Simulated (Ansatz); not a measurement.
Job for Ansatz (a quantum-chemistry and plane-wave program): U-PBE0/def2-TZVPP on LiAl-, 2S+1 = 4, a spin state set in the input, which need not be the lowest. Charge -1.

Ansatz 0.2 input:
```yaml
crystal:
  periodic: [false, false, false]
  atoms:
    - {symbol: Li, position_ang: [0.00000000, 0.00000000, 0.00000000]}
    - {symbol: Al, position_ang: [0.00000000, 0.00000000, 2.36500000]}
basis:
  gaussian:
    orbitals: def2-TZVPP
hamiltonian:
  xc: {name: PBE0}
total_charge: -1
magnetization: {spin_polarized: true, initial_magnetization: 3}
relax: {f_tol: 0.002, max_steps: 120}
```

What total energy does the run end on?

-249.7657 hartree.

How many basis functions does it have, and what does it roughly cost on one machine?

61 functions; roughly 11 core-seconds.
